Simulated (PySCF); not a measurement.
**Electron correlation in Cl⁺ (chlorine, charge +1)**

[Ne] 3s2 3p4, high-spin 3P determinant. All numbers are calculated (PySCF 2.14, no relativity, point nucleus, in cc-pV(D+d)Z). Frozen: [Ne]; 6 electrons correlated.

MP2 pair energies summed by pair of shells (mhartree):

| pair | energy | share (%) |
| --- | --- | --- |
| 3p-3p | -44.06 | 48.8 |
| 3s-3p | -38.88 | 43.1 |
| 3s-3s | -7.29 | 8.1 |

Total MP2 correlation energy: -90.23 mhartree.

Same-spin part -22.27 and opposite-spin part -67.96 mhartree; SCS-MP2 scales them by 1/3 and 6/5 to -88.97 mhartree.

| level | correlation energy (mhartree) |
| --- | --- |
| CCSD | -111.54 |
| (T) | -1.33 |
| CCSD(T) | -112.87 |

Diagnostics: T1 = 0.0070, D1 = 0.0236, largest double amplitude 0.053.

Is a single reference adequate?

Yes: T1 lies below 0.03 and no double amplitude reaches 0.07.
